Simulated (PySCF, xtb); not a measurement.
HgCl, SMILES [Cl][Hg+], charge +1.

Harmonic wavenumbers (cm⁻¹) from GFN2-xTB in xtb at its own minimum, in rising order: 283.

### Question
What does PBE-D3(BJ)/def2-TZVPD run with PySCF give at its own minimum? (An estimate is asked for; the answer gives what the named calculation found.)

### Answer
354. Paired by order, the mean absolute difference is 71 cm⁻¹ and the zero-point energies are 0.4 and 0.5 kcal/mol.
